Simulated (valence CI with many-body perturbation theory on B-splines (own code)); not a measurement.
## P9+: electric-dipole lines

Computed by relativistic CI+MBPT: four valence electrons over a frozen Dirac-Fock core [He], radial functions for each j: 11 s, 11 p, 9 d, 7 f, 5 g, 2 h, 1 i, with the one-electron correlation potential Σ1 (screened to all orders), the two-electron term Σ2, the three-electron term Σ3, Breit, model QED; selected single and double excitations, second order for the rest, scaled by the run's own slope (own B-spline code, finite nucleus).

No measured spectrum was set against this ion. As an estimate, levels of excited configurations hold to 0.05 to 0.15 % of their energy, terms of the ground configuration to about 0.5 %.

Lines 1 to 50 of 236 in falling wavelength, among levels below 2329200 cm⁻¹, chosen from the strongest by gf and those to the six lowest levels. Wavelengths and rates use the calculated energies, so an error of 200 cm⁻¹ moves a line at 169.6 nm by 0.34 % and its rate by three times that or more. Electric multipoles are in the length gauge, E1 and E2 with the static RPA response of the core. Weak lines are less certain than strong ones. Lines between different terms over intervals too small for the method are left out, as are lines whose strength nearly cancels. The highest levels of a list are the least certain.

Names give the largest LS component (configuration and term), which can be under half, so a name can repeat, a term be missing and a line seem to break the LS rules; names also repeat where a configuration has a term twice.

```tsv
λ vac (nm)	Upper	Lower	A (s⁻¹)	S (a.u.) with core polarisation	S without
169.6	2s2 2p 3p 1P_1	2s2 2p 3s 1P°_1	8.26e+07	5.97e-01	5.97e-01
139.0	2s2 2p 3d 1P°_1	2s2 2p 3p 1S_0	1.46e+08	5.83e-01	5.83e-01
137.5	2s 2p2 3p 3D°_1	2s 2p2 3s 3P_1	9.67e+07	3.72e-01	3.72e-01
134.6	2s 2p2 3p 3D°_3	2s 2p2 3s 3P_2	2.74e+08	2.31e+00	2.31e+00
132.9	2s 2p2 3p 3D°_2	2s 2p2 3s 3P_1	2.38e+08	1.38e+00	1.38e+00
132.5	2s 2p2 3p 3D°_1	2s 2p2 3s 3P_0	1.79e+08	6.16e-01	6.16e-01
125.3	2s2 2p 3p 1P_1	2s2 2p 3s 3P°_1	1.13e+08	3.30e-01	3.30e-01
120.8	2s2 2p 3p 3D_2	2s2 2p 3s 3P°_2	6.67e+07	2.90e-01	2.90e-01
116.4	2s 2p2 3d 5F_4	2s 2p2 3p 5D°_4	4.86e+07	3.40e-01	3.40e-01
115.3	2s 2p2 3p 5D°_3	2s 2p2 3s 5P_3	1.12e+08	5.91e-01	5.92e-01
115.1	2s 2p2 3p 3P°_1	2s 2p2 3s 3P_2	2.27e+08	5.12e-01	5.12e-01
114.1	2s 2p2 3d 5F_3	2s 2p2 3p 5D°_3	1.12e+08	5.74e-01	5.74e-01
113.4	2s 2p2 3p 5D°_2	2s 2p2 3s 5P_2	2.75e+08	9.90e-01	9.91e-01
113.0	2s 2p2 3p 3P°_2	2s 2p2 3s 3P_2	4.04e+08	1.44e+00	1.44e+00
112.9	2s 2p2 3p 5D°_0	2s 2p2 3s 5P_1	5.54e+08	3.93e-01	3.93e-01
112.6	2s 2p2 3d 5F_5	2s 2p2 3p 5D°_4	4.94e+08	3.83e+00	3.83e+00
112.3	2s 2p2 3d 5F_2	2s 2p2 3p 5D°_2	1.78e+08	6.23e-01	6.23e-01
112.3	2s2 2p 3p 3D_3	2s2 2p 3s 3P°_2	4.92e+08	2.40e+00	2.40e+00
111.6	2s 2p2 3p 5D°_1	2s 2p2 3s 5P_1	4.64e+08	9.55e-01	9.56e-01
111.4	2s 2p2 3d 5F_4	2s 2p2 3p 5D°_3	4.56e+08	2.80e+00	2.80e+00
111.2	2s 2p2 3d 5F_1	2s 2p2 3p 5D°_1	2.30e+08	4.67e-01	4.67e-01
110.9	2s2 2p 3p 3D_2	2s2 2p 3s 3P°_1	4.16e+08	1.40e+00	1.40e+00
110.6	2s2 2p 3p 3D_1	2s2 2p 3s 3P°_0	2.98e+08	5.97e-01	5.97e-01
110.4	2s 2p2 3p 3P°_0	2s 2p2 3s 3P_1	5.28e+08	3.51e-01	3.51e-01
110.4	2s 2p2 3d 5F_3	2s 2p2 3p 5D°_2	3.98e+08	1.85e+00	1.85e+00
110.4	2s 2p2 3p 5D°_4	2s 2p2 3s 5P_3	5.93e+08	3.54e+00	3.54e+00
110.0	2s 2p2 3d 5F_2	2s 2p2 3p 5D°_1	3.25e+08	1.07e+00	1.07e+00
110.0	2s 2p2 3d 5F_1	2s 2p2 3p 5D°_0	2.64e+08	5.20e-01	5.20e-01
109.8	2s 2p2 3p 5D°_3	2s 2p2 3s 5P_2	4.73e+08	2.16e+00	2.16e+00
109.3	2s 2p2 3p 5D°_2	2s 2p2 3s 5P_1	2.86e+08	9.20e-01	9.21e-01
109.1	2s 2p2 3p 3P°_1	2s 2p2 3s 3P_1	1.44e+08	2.77e-01	2.77e-01
107.2	2s 2p2 3p 3P°_2	2s 2p2 3s 3P_1	1.01e+08	3.08e-01	3.08e-01
106.4	2s 2p2 3d 5D_0	2s 2p2 3p 5P°_1	4.88e+08	2.90e-01	2.90e-01
105.9	2s 2p2 3p 3P°_1	2s 2p2 3s 3P_0	1.49e+08	2.63e-01	2.63e-01
105.2	2s 2p2 3p 5P°_2	2s 2p2 3s 5P_3	2.90e+08	8.32e-01	8.32e-01
103.9	2s2 2p 3d 3F°_2	2s2 2p 3p 3D_1	1.46e+08	4.04e-01	4.04e-01
103.6	2s2 2p 3d 3D°_2	2s2 2p 3p 3P_1	1.91e+08	5.24e-01	5.24e-01
102.7	2s2 2p 3d 3D°_3	2s2 2p 3p 3P_2	4.07e+08	1.52e+00	1.52e+00
102.1	2s2 2p 3d 3F°_4	2s2 2p 3p 3D_3	6.20e+08	2.93e+00	2.93e+00
102.1	2s 2p2 3p 5P°_3	2s 2p2 3s 5P_3	5.79e+08	2.13e+00	2.13e+00
101.9	2s 2p2 3p 5P°_1	2s 2p2 3s 5P_2	6.01e+08	9.42e-01	9.42e-01
101.1	2s2 2p 3d 3D°_1	2s2 2p 3p 3P_0	3.01e+08	4.60e-01	4.60e-01
100.9	2s2 2p 3d 3F°_3	2s2 2p 3p 3D_2	5.97e+08	2.12e+00	2.12e+00
100.5	2s 2p2 3p 5P°_2	2s 2p2 3s 5P_2	1.50e+08	3.76e-01	3.76e-01
98.06	2s2 2p 3d 3P°_2	2s2 2p 3p 3P_2	2.74e+08	6.37e-01	6.37e-01
97.98	2s2 2p 3d 1F°_3	2s2 2p 3p 1D_2	7.46e+08	2.42e+00	2.42e+00
97.65	2s 2p2 3p 5P°_3	2s 2p2 3s 5P_2	1.81e+08	5.83e-01	5.83e-01
97.28	2s 2p2 3p 5P°_2	2s 2p2 3s 5P_1	3.25e+08	7.38e-01	7.38e-01
97.22	2s2 2p 3d 1D°_2	2s2 2p 3p 3D_1	4.44e+08	1.01e+00	1.01e+00
96.43	2s2 2p 3p 3S_1	2s2 2p 3s 3P°_1	3.55e+08	4.72e-01	4.72e-01
```
